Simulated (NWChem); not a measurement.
HfNHClF; SMILES [NH]=[Hf]([F])[Cl]

def2 effective core potentials on Hf; no spin-orbit coupling.

Question: Give the equilibrium geometry at PBE0/def2-SVP with def2 effective core potentials on Hf (NWChem) as an XYZ file, with the point group.

Answer: point group C1; any orientation.
```
5

Hf     0.1367    -0.2472     0.1765
N     -1.1619    -1.3572    -0.4190
H     -1.8176    -1.9583    -0.9066
F      1.8759    -0.8746    -0.3712
Cl    -0.3505     2.0405    -0.2851
```
